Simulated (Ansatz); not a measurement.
Ideal-gas functions of CH₂ClNSSi, SMILES `S[Si]1(Cl)C=N1` at 800 K and 1 bar, from an Ansatz frequency run at PBE0-D4/def2-TZVP.

Molar mass 123.64 g/mol, point group C1 (symmetry number 1), electronic degeneracy 1, moments of inertia 173.96, 210.715, 358.835 u Å². Harmonic wavenumbers (cm⁻¹, unscaled): 117, 175, 208, 222, 252, 443, 597, 736, 768, 845, 896, 1198, 1539, 2709, 3107.

Use S(trans) = R[1.5 ln M + 2.5 ln T − 1.1517]; rotational temperatures θ = 24.2544 K / I; S(rot) = R[ln(√π/σ · √(T³/θAθBθC)) + 1.5]; for each mode x = 1.438777 ν̃/T, S = R[x/(eˣ − 1) − ln(1 − e⁻ˣ)] and H = RT x/(eˣ − 1); 1 cm⁻¹ = 0.0119627 kJ/mol; R = 8.31446 J/(mol·K).

Question: By hand: the entropy, in J/(mol·K).

Answer: Translation 189.5. Rotation: θ = 0.1394, 0.1151, 0.0676 K, giving 129.0. Vibration, mode by mode: 21.29, 17.96, 16.54, 16.00, 14.97, 10.42, 8.11, 6.56, 6.26, 5.59, 5.19, 3.37, 2.08, 0.38, 0.21, in all 134.9. Electronic 0.0. Sum 453.4 J/(mol·K).

Question: By hand: H − E and G − E in kJ/mol, counted from the electronic energy.

Answer: Zero-point energy ½ × 13812 × 0.0119627 = 82.6; thermal vibration 51.1; translation, rotation and pV give 4 RT = 26.6. H − E = 160.3 kJ/mol, and G − E = 160.3 − 800 × 453.4/1000 = -202.4 kJ/mol.

Vibration gives 30 % of the entropy, 21.3 J/(mol·K) of it from the mode under 150 cm⁻¹: soft modes count most, and the harmonic formula is weakest for them. The sum counts one conformer and one mirror image; others add a mixing term.
